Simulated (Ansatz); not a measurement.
Reactions of `C=CC[N]([GeH3])CC=C`.

Isolated molecules relaxed with PBE0-D4/def2-TZVP in Ansatz; ΔE leaves out vibrations. CCSD(T)/CBS adds triple-zeta CCSD(T) − MP2 to the extrapolated MP2 energy (def2 sets, frozen cores). This one scheme is used for every species, atoms too. For atomizations the MP2-based limit and the directly extrapolated one differ by several kJ/mol either way, and by 10 to 25 for some Ge, Se and Sn compounds, so smaller differences from it don't rank the levels. Open shells (•) are unrestricted, without spin–orbit coupling. Spin–orbit coupling would lower the free atoms: a little for C; clearly for Ge. Bonds to Ge are less sure, by a few kJ/mol each and by 10 to 20 or more in all where they break to atoms, as the def2 sets lack core-valence functions. Scalar relativity is left out up to krypton. One conformer a species, not always the lowest.

Problem. Order these by ΔE at CCSD(T)/CBS, lowest first. (Best estimate.)
A. `C=CC[N]([GeH3])CC=C` + HCl → `C=CCCl` + `C=CC[NH][GeH3]`
B. `C=CC[N]([GeH3])CC=C` + `FC(F)(F)S` → `C=CCSC(F)(F)F` + `C=CC[NH][GeH3]`
C. `C=CC[N]([GeH3])CC=C` → 6 C• + Ge• + 13 H• + N•

Solution. B (-32.5 kJ/mol), A (-6.6 kJ/mol), C (+8110.6 kJ/mol).

Largest T1 diagnostic: 0.012, for `FC(F)(F)S`.
